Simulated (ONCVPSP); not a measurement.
**An all-electron radial function and its pseudo partner (H (Z = 1))**

Columns: radius, all-electron u(r) and pseudo u(r) of the 1s shell (level -6.54 eV) of hydrogen in the configuration 1s1; revPBE, scalar-relativistic, ONCV scheme, ONCVPSP 4.0.1.

| r (bohr) | all-electron | pseudo |
| --- | --- | --- |
| 0.068 | 0.1228 | 0.0931 |
| 0.135 | 0.2277 | 0.1828 |
| 0.202 | 0.3181 | 0.2686 |
| 0.270 | 0.3966 | 0.3503 |
| 0.338 | 0.4632 | 0.4253 |
| 0.405 | 0.5185 | 0.4916 |
| 0.473 | 0.5652 | 0.5504 |
| 0.540 | 0.6029 | 0.5992 |
| 0.608 | 0.6340 | 0.6396 |
| 0.675 | 0.6581 | 0.6704 |
| 0.742 | 0.6766 | 0.6932 |
| 0.810 | 0.6903 | 0.7090 |
| 0.878 | 0.6996 | 0.7184 |
| 0.945 | 0.7048 | 0.7221 |
| 1.013 | 0.7067 | 0.7210 |
| 1.080 | 0.7057 | 0.7159 |
| 1.148 | 0.7021 | 0.7079 |
| 1.215 | 0.6963 | 0.6986 |
| 1.283 | 0.6885 | 0.6889 |
| 1.350 | 0.6791 | 0.6792 |
| 1.418 | 0.6683 | 0.6683 |
| 1.485 | 0.6564 | 0.6564 |
| 1.553 | 0.6434 | 0.6434 |
| 1.620 | 0.6298 | 0.6298 |
| 1.688 | 0.6153 | 0.6153 |
| 1.755 | 0.6005 | 0.6005 |

(1) How many radial nodes do the two functions have?

(2) At about which radius was the pseudo-wave matched?

(3) Where does each function peak?

(4) Is the pseudo-wave norm-conserving?

## Answers

(1) The all-electron 1s function has n − l − 1 = 0; the pseudo-wave has 0.

(2) 1.35 bohr. The columns agree to 0.0005 from 1.28 bohr on; several derivatives are matched, so the curves merge somewhat inside the radius.

(3) Outermost all-electron maximum near 1.01 bohr, pseudo maximum near 0.94 bohr (to the table’s step).

(4) Yes: the ONCV scheme keeps the norm inside the radius equal to the all-electron one, which fixes the energy derivative of the logarithmic derivative at the level.
